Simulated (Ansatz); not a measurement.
Basis-set extrapolation for C₃H₇BS (PBE0-D4/def2-TZVP geometry, frozen core, Ansatz 0.2.0). Multiplicity 1, RHF reference.

```csv
,def2-TZVPP,def2-QZVPP
HF,-539.908459,-539.926254
MP2 correlation,-0.790063,-0.843733
CCSD(T) correlation,-0.879980,not run
```

Energies in hartree. Use E(X) = E(∞) + A·exp(−7.88·√X) for Hartree–Fock and E(X) = E(∞) + B·X^(−2.97) for correlation, with X = 3 and 4, and add CCSD(T) minus MP2 of the smaller set to the MP2 limit.

Question: What is the CCSD(T) energy at the basis-set limit?

Answer: HF limit: -539.926254 + (-0.017795) × 0.13774 = -539.92871. MP2 limit: -0.843733 + (-0.053670) × 0.74074 = -0.88349. Higher-order term: -0.879980 − (-0.790063) = -0.08992. Total: -540.90212 hartree, 71.3 kcal/mol below CCSD(T)/def2-TZVPP.
